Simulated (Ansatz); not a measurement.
Z-matrix (Å, degrees):
```
S
O 1 1.4552
C 1 1.7034 2 116.89
O 3 1.2940 1 120.26 2 165.16
H 4 0.9774 3 113.60 1 158.09
H 3 1.0911 4 121.83 5 -5.85
C 1 1.8042 2 115.40 3 125.96
H 7 1.0894 1 105.30 2 67.94
H 7 1.0899 8 111.73 1 116.04
H 7 1.0901 8 111.46 9 127.36
```
Charge +1, spin multiplicity 1.

Calculation: Ansatz (an electronic-structure program) with frozen-core CCSD(T)/cc-pVTZ // TPSSh-D3(BJ)/def2-TZVP. The restricted HF reference is unstable towards unrestricted orbitals.

- HF energy: -625.63137 Ha
- MP2 correlation energy: -0.98221 Ha

**Question.** Estimate the CCSD correlation energy, the (T) correction, the total energy and the T1 diagnostic.

**Answer.** 
```json
{
 "CCSD correlation energy": "-1.00766 Ha",
 "(T) correction": "-0.04909 Ha",
 "CCSD(T) total energy": "-626.68812 Ha",
 "T1 diagnostic": "0.026"
}
```
